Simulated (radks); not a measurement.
Question: Coherent X-ray form factor from a spherical all-electron density. All-electron calculation, scalar-relativistic Kohn-Sham, PBEsol, spin-polarised, spherical densities, finite nucleus; Fermi nuclear charge, rms radius of each element as measured or else 0.836 A^(1/3) + 0.57 fm. Program: a radial shooting solver on a logarithmic mesh with Libxc functionals.

sin(theta)/lambda (1/angstrom),f0 (electrons)
0.05,16.639
0.1,15.654
0.15,14.289
0.2,12.814
0.25,11.438
0.3,10.270
0.4,8.606
0.5,7.585
0.6,6.860
0.8,5.615
1,4.443
1.25,3.244
1.5,2.427
2,1.616

The species is in the configuration that NIST lists as its ground one. Which atom or ion scatters so?

Answer: The argon ion Ar+, [Ne] 3s2 3p5. Extrapolating in s^2 from the first two rows gives f0(0) = 17.0, near the electron count 17; among species with that count, the fall with angle is slower the higher Z, and the table is that of Z = 18; from so few rows the species is fixed only to a neighbour or two.
